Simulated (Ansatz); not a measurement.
`C[O][GeH]([F])[Cl]` + `CCOC` → `[F][GeH2][Cl]` + `COC(C)OC`  (formal exchange of groups at a Ge–O bond)

Calculated with Ansatz (gas phase, PBE0-D4/def2-TZVP geometries, no zero-point term in ΔE). CCSD(T)/CBS adds triple-zeta CCSD(T) − MP2 to the extrapolated MP2 energy (def2 sets, frozen cores). DFT in def2-TZVPP. For Ge outer-core shells are correlated without core-valence functions, which leaves a few kJ/mol of doubt a bond. Scalar relativity is left out up to krypton. Each species was taken in one conformer, which may not be the lowest.

Is it downhill or uphill in electronic energy at CCSD(T)/CBS, and by how much? (An estimate is asked.)

Ansatz gave: Uphill: ΔE = +18.5 kcal/mol.

What do these levels give: r2SCANh-D4, HF/def2-SVP, MP2/def2-SVP, MP2/def2-TZVPP, SCS-MP2/def2-TZVPP, CCSD/CBS(def2)? (An estimate is asked.)

The calculation gave: r2SCANh-D4 17.6, HF/def2-SVP 15.6, MP2/def2-SVP 17.0, MP2/def2-TZVPP 19.8, SCS-MP2/def2-TZVPP 19.8, CCSD/CBS(def2) 18.8 kcal/mol.

Largest T1 diagnostic among the species: 0.012.

At CCSD(T), def2-SVP lies −3.3 kcal/mol from the extrapolated value and def2-TZVPP −0.2 kcal/mol. Leaving LDA and LC-ωPBE aside and taking each functional with its dispersion term where it has one, the values, not all of them listed here, spread over 2.4 kcal/mol, from PBE-D4 to B2PLYP. LDA lies −3.7 kcal/mol from PBE without D4.
